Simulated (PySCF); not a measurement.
Match the calculated data to a structure.

All candidates are C6H11F.

* Polarisability: 76.0 au [B3LYP/def2-SVPD]
* UV, first state: lowest singlet excitation: 7.03 eV (176 nm, f = 0.048) [TDDFT B3LYP/def2-SVPD]
* Rotational structure: rotational constants A, B, C: 6.426, 1.228, 1.113 GHz [GFN2-xTB]
* Triplet: lowest triplet excitation (Tamm–Dancoff): 4.57 eV [TDA B3LYP/def2-SVPD]
* Dipole: 1.72 D [B3LYP/def2-SVPD]
* UV, strongest line: among the 8 lowest singlet transitions: S2 at 7.38 eV (168 nm, f = 0.401) [TDDFT B3LYP/def2-SVPD]

Electronic properties: PySCF, gas phase, density fitting. Levels stand in brackets. Geometry: GFN2-xTB, one conformer, isolated molecule.

Problem. Which candidate is it?
A. `FC1CCCCC1`
B. `C=C[C@@H](F)CCC`
C. `C=C(F)CC(C)C`

Solution. B. It is `C=C[C@@H](F)CCC`. Numbering: `[CH2:1]=[CH:2][C@@H:3]([F:4])[CH2:5][CH2:6][CH3:7]`. Its formula, C6H11F, gives 1 degree of unsaturation: 0 rings and 1 π bond in the structure found. The optimised geometry has point group C1 and is an asymmetric top.

The others, at the same levels:
- `FC1CCCCC1` fails: its computed lowest singlet excitation is 7.75 eV (160 nm, f = 0.000) (against 7.03 eV), lowest triplet excitation (Tamm–Dancoff) is 7.60 eV (against 4.57 eV) and strongest line among the 8 lowest singlet transitions is S6 at 8.61 eV (144 nm, f = 0.024) (against S2 at 7.38 eV).
- `C=C(F)CC(C)C` fails: its computed lowest singlet excitation is 6.68 eV (186 nm, f = 0.033) (against 7.03 eV), strongest line among the 8 lowest singlet transitions is S2 at 7.13 eV (174 nm, f = 0.282) (against S2 at 7.38 eV) and rotational constant A is 4.425 GHz (against 6.426 GHz).

Each candidate is one conformer, not necessarily the lowest. Dipoles, sizes and rotational constants follow the conformer. The torsions of the flexible species, by atom-mapped SMILES:
- `[CH2:1]=[CH:2][C@@H:3]([F:4])[CH2:5][CH2:6][CH3:7]`: C1–C2–C3–F4 -4°, C2–C3–C5–C6 176°, C3–C5–C6–C7 180°
- `[CH2:1]=[C:2]([F:3])[CH2:4][CH:5]([CH3:6])[CH3:7]`: C1–C2–C4–C5 111°, C2–C4–C5–C6 -64°

The conformers of `FC1CCCCC1` aren't listed.
